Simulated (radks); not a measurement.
The numbers below are computed, except where a source is named.
Initial-state core-level shifts of the chlorine ion Cl3+ when its valence configuration changes from [Ne] 3s2 3p2. Level of theory: Dirac Kohn-Sham, BLYP, spin-unpolarised, spherical densities, finite nucleus; open shells are shared between the two j in proportion to 2j + 1; Fermi nuclear charge, rms radius 3.3654 fm (a radial shooting solver on a logarithmic mesh with Libxc functionals). Shifts are changes of the shell-averaged eigenvalues in eV (positive: less bound); the change of the density at the nucleus, which sets a Mossbauer isomer shift, is in e/bohr^3, on a base of 3603.

| valence | 1s | 2s | 2p | density at nucleus |
|---|---|---|---|---|
| 3s1 3p3 | -1.021 | -1.072 | -1.041 | -16.4368 |
| 3p4 | -2.002 | -2.112 | -2.049 | -33.1442 |
| 3s1.5 3p2.5 | -0.516 | -0.540 | -0.525 | -8.1835 |
| 3s0.5 3p3.5 | -1.516 | -1.595 | -1.549 | -24.7577 |
